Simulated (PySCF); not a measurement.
PySCF input for BCl2HO, SMILES OB(Cl)Cl, ADC(2)/aug-cc-pVDZ. The structure is a stationary point at PBE-D3(BJ)/def2-SVP. Other conformers were not sampled.

```python
import numpy as np
from pyscf import gto, scf, dft, adc

mol = gto.M(
    atom='''
    B     0.36528996    0.00907420   -0.00000000
    Cl   -0.55847136   -1.50888922    0.00000000
    Cl   -0.47962532    1.55258180    0.00000000
    O     1.71672468    0.01269271   -0.00000000
    H     2.08739647   -0.88968647    0.00000001
    ''',
    basis='aug-cc-pVDZ',
    charge=0,
    spin=0,
    max_memory=1600,
    verbose=4,
)
mf = scf.RHF(mol)
mf.conv_tol = 1e-10
mf.max_cycle = 100
mf.kernel()
res = {}
for kind, nroots in (('ee', 6), ('ip', 6), ('ea', 2)):
    a = adc.ADC(mf).density_fit('aug-cc-pvdz-ri')
    a.method, a.method_type = 'adc(2)', kind
    e, v, p, x = a.kernel(nroots=nroots)
    res[kind] = (e * 27.211386245988, p)
for kind, (e, p) in res.items():
    print(kind, 'energies / eV', np.round(e, 3), 'strengths', np.round(p, 4))
```

Log of the run:

```
PySCF version 2.14.0

[INPUT] verbose = 4
[INPUT] num. atoms = 5
[INPUT] num. electrons = 48
[INPUT] charge = 0
[INPUT] spin (= nelec alpha-beta = 2S) = 0
[INPUT] symmetry False subgroup None
[INPUT] Mole.unit = angstrom
[INPUT] Symbol           X                Y                Z      unit          X                Y                Z       unit  Magmom
[INPUT]  1 B      0.365289960000   0.009074200000   0.000000000000 AA    0.690297980453   0.017147752800   0.000000000000 Bohr   0.0
[INPUT]  2 Cl    -0.558471360000  -1.508889220000   0.000000000000 AA   -1.055357918813  -2.851387378109   0.000000000000 Bohr   0.0
[INPUT]  3 Cl    -0.479625320000   1.552581800000   0.000000000000 AA   -0.906360497207   2.933954387984   0.000000000000 Bohr   0.0
[INPUT]  4 O      1.716724680000   0.012692710000   0.000000000000 AA    3.244139476482   0.023985745679   0.000000000000 Bohr   0.0
[INPUT]  5 H      2.087396470000  -0.889686470000   0.000000010000 AA    3.944607641684  -1.681263765031   0.000000018897 Bohr   0.0

nuclear repulsion = 181.149754365383
number of shells = 37
number of NR pGTOs = 181
number of NR cGTOs = 109
basis = aug-cc-pVDZ
ecp = {}


******** <class 'pyscf.scf.hf.RHF'> ********
method = RHF
initial guess = minao
damping factor = 0
level_shift factor = 0
DIIS = <class 'pyscf.scf.diis.CDIIS'>
diis_start_cycle = 1
diis_space = 8
diis_damp = 0
SCF conv_tol = 1e-10
SCF conv_tol_grad = None
SCF max_cycles = 100
direct_scf = True
direct_scf_tol = 1e-13
Set gradient conv threshold to 1e-05
Initial guess from minao.
init E= -1019.83605714961
  HOMO = -0.421384941259676  LUMO = 0.025280751882895  gap/eV = 12.15439
cycle= 1 E= -1019.21915107637  delta_E= 0.617  |g|= 0.552  |ddm|= 2.04
  HOMO = -0.463602352390724  LUMO = 0.0266385337459392  gap/eV = 13.34013
cycle= 2 E= -1019.28003899171  delta_E= -0.0609  |g|= 0.308  |ddm|= 0.625
  HOMO = -0.459012734747233  LUMO = 0.0327232273751736  gap/eV = 13.38082
cycle= 3 E= -1019.30073165588  delta_E= -0.0207  |g|= 0.0441  |ddm|= 0.227
  HOMO = -0.461035647240849  LUMO = 0.0349276864735728  gap/eV = 13.49585
cycle= 4 E= -1019.30145149462  delta_E= -0.00072  |g|= 0.0137  |ddm|= 0.0591
  HOMO = -0.460587936010666  LUMO = 0.0344694093232469  gap/eV = 13.47120
cycle= 5 E= -1019.30151508577  delta_E= -6.36e-05  |g|= 0.00392  |ddm|= 0.014
  HOMO = -0.460693543551935  LUMO = 0.0344639683813917  gap/eV = 13.47392
cycle= 6 E= -1019.30152247669  delta_E= -7.39e-06  |g|= 0.00114  |ddm|= 0.00494
  HOMO = -0.460790234363074  LUMO = 0.0344730652684868  gap/eV = 13.47680
cycle= 7 E= -1019.30152335521  delta_E= -8.79e-07  |g|= 0.000278  |ddm|= 0.00224
  HOMO = -0.460768758591104  LUMO = 0.0344693827967175  gap/eV = 13.47612
cycle= 8 E= -1019.30152341698  delta_E= -6.18e-08  |g|= 6.92e-05  |ddm|= 0.000655
  HOMO = -0.460775026014344  LUMO = 0.0344708527416477  gap/eV = 13.47633
cycle= 9 E= -1019.30152342055  delta_E= -3.56e-09  |g|= 1.89e-05  |ddm|= 0.000152
  HOMO = -0.460772577979575  LUMO = 0.0344704751505676  gap/eV = 13.47625
cycle= 10 E= -1019.30152342081  delta_E= -2.66e-10  |g|= 4.96e-06  |ddm|= 3.86e-05
  HOMO = -0.460772689178638  LUMO = 0.0344703280232741  gap/eV = 13.47625
cycle= 11 E= -1019.30152342084  delta_E= -2.59e-11  |g|= 1.31e-06  |ddm|= 1.01e-05
  HOMO = -0.460772571005585  LUMO = 0.034470321392857  gap/eV = 13.47625
Extra cycle  E= -1019.30152342084  delta_E= 4.55e-12  |g|= 5.83e-07  |ddm|= 1.7e-06
converged SCF energy = -1019.30152342084

******** <class 'pyscf.adc.radc.RADC'> ********
******** ADC Orbital Information ********
Number of Frozen Occupied Orbitals: 0
Number of Frozen Virtual Orbitals: 0
Number of Active Occupied Orbitals: 24
Number of Active Virtual Orbitals: 85
*****************************************
******** <class 'pyscf.df.df.DF'> ********
auxbasis = aug-cc-pvdz-ri
Reference correlation energy (doubles): -0.59469509
MP2 correlation energy of reference state (a.u.) = -0.59469509

******** <class 'pyscf.adc.radc_ee.RADCEE'> ********
max_space = 12
max_cycle = 50
conv_tol = 1e-08

*************************************************************
        ADC calculation summary (singlet states only)
*************************************************************
adc(2) root 0  |  Energy (Eh) =   0.2755512538  |  Energy (eV) =   7.49813153  |  Osc. strength = 0.00002589  |  conv = True
adc(2) root 1  |  Energy (Eh) =   0.2982651978  |  Energy (eV) =   8.11620944  |  Osc. strength = 0.01598573  |  conv = True
adc(2) root 2  |  Energy (Eh) =   0.3031420078  |  Energy (eV) =   8.24891419  |  Osc. strength = 0.21420931  |  conv = False
adc(2) root 3  |  Energy (Eh) =   0.3043215379  |  Energy (eV) =   8.28101084  |  Osc. strength = 0.00021948  |  conv = True
adc(2) root 4  |  Energy (Eh) =   0.3095580752  |  Energy (eV) =   8.42350428  |  Osc. strength = 0.00275699  |  conv = False
adc(2) root 5  |  Energy (Eh) =   0.3100300378  |  Energy (eV) =   8.43634704  |  Osc. strength = 0.10780162  |  conv = False

WARN: Davidson iterations for 3 root(s) did not converge!!!


******** <class 'pyscf.adc.radc.RADC'> ********
******** ADC Orbital Information ********
Number of Frozen Occupied Orbitals: 0
Number of Frozen Virtual Orbitals: 0
Number of Active Occupied Orbitals: 24
Number of Active Virtual Orbitals: 85
*****************************************
******** <class 'pyscf.df.df.DF'> ********
auxbasis = aug-cc-pvdz-ri
Reference correlation energy (doubles): -0.59469509
MP2 correlation energy of reference state (a.u.) = -0.59469509

******** <class 'pyscf.adc.radc_ip.RADCIP'> ********
max_space = 12
max_cycle = 50
conv_tol = 1e-08

*************************************************************
        ADC calculation summary (doublet states only)
*************************************************************
adc(2) root 0  |  Energy (Eh) =   0.4166251097  |  Energy (eV) =  11.33694669  |  Spec. factor = 1.81172525  |  conv = True
adc(2) root 1  |  Energy (Eh) =   0.4338314790  |  Energy (eV) =  11.80515584  |  Spec. factor = 1.80109087  |  conv = True
adc(2) root 2  |  Energy (Eh) =   0.4392711826  |  Energy (eV) =  11.95317772  |  Spec. factor = 1.78998928  |  conv = True
adc(2) root 3  |  Energy (Eh) =   0.4459447126  |  Energy (eV) =  12.13477372  |  Spec. factor = 1.79578120  |  conv = True
adc(2) root 4  |  Energy (Eh) =   0.4803671539  |  Energy (eV) =  13.07145606  |  Spec. factor = 1.77795624  |  conv = True
adc(2) root 5  |  Energy (Eh) =   0.5152027098  |  Energy (eV) =  14.01937982  |  Spec. factor = 1.77294476  |  conv = True

******** <class 'pyscf.adc.radc.RADC'> ********
******** ADC Orbital Information ********
Number of Frozen Occupied Orbitals: 0
Number of Frozen Virtual Orbitals: 0
Number of Active Occupied Orbitals: 24
Number of Active Virtual Orbitals: 85
*****************************************
******** <class 'pyscf.df.df.DF'> ********
auxbasis = aug-cc-pvdz-ri
Reference correlation energy (doubles): -0.59469509
MP2 correlation energy of reference state (a.u.) = -0.59469509

******** <class 'pyscf.adc.radc_ea.RADCEA'> ********
max_space = 12
max_cycle = 50
conv_tol = 1e-08

*************************************************************
        ADC calculation summary (doublet states only)
*************************************************************
adc(2) root 0  |  Energy (Eh) =   0.0205891945  |  Energy (eV) =   0.56026052  |  Spec. factor = 1.96692680  |  conv = True
adc(2) root 1  |  Energy (Eh) =   0.0490395990  |  Energy (eV) =   1.33443546  |  Spec. factor = 1.98067326  |  conv = True
ee energies / eV [7.498 8.116 8.249 8.281 8.424 8.436] strengths [0.000e+00 1.600e-02 2.142e-01 2.000e-04 2.800e-03 1.078e-01]
ip energies / eV [11.337 11.805 11.953 12.135 13.071 14.019] strengths [1.8117 1.8011 1.79   1.7958 1.778  1.7729]
ea energies / eV [0.56  1.334] strengths [1.9669 1.9807]
```

Convergence was not reached.
